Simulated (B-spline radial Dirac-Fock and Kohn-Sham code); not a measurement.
Relativistic shifts of the levels of Ta⁴⁺

System: the Ta⁴⁺ ion in the configuration [Xe] 4f14 5d1.

Both columns are ΔSCF binding energies of the configuration average from a B-spline atomic structure program: non-relativistic Hartree-Fock with a point nucleus, and Dirac-Fock with a finite nucleus and the Coulomb interaction alone, averaged over the two j levels with weights 2j+1.

```
shell  Hartree-Fock (eV)  Dirac-Fock (eV)  shift (eV)  shift (%)
   1s            62465.7          67796.5    +5330.78      +8.53
   2s            10371.0          11781.5    +1410.48     +13.60
   2p             9915.0          10382.7     +467.66      +4.72
   3s             2427.9           2775.2     +347.29     +14.30
   3p             2217.3           2347.2     +129.94      +5.86
   3d             1828.8           1813.0      -15.78      -0.86
   4s              541.3            625.9      +84.58     +15.62
   4p              452.9            482.7      +29.76      +6.57
   4d              292.6            288.6       -4.04      -1.38
   4f              83.89            75.41       -8.48     -10.11
   5s              113.8            127.2      +13.47     +11.84
   5p              85.06            88.34       +3.28      +3.86
   5d              47.91            46.67       -1.24      -2.58
```

Relativity binds 1s, 2s, 2p, 3s, 3p, 4s, 4p, 5s, 5p more strongly, among those listed most of all 4s in relative terms, and 3d, 4d, 4f, 5d more weakly, because the contracted s and p shells screen the nucleus better.

Values without a named source are computed, but for edge energies of neutral atoms, which are taken from tables.
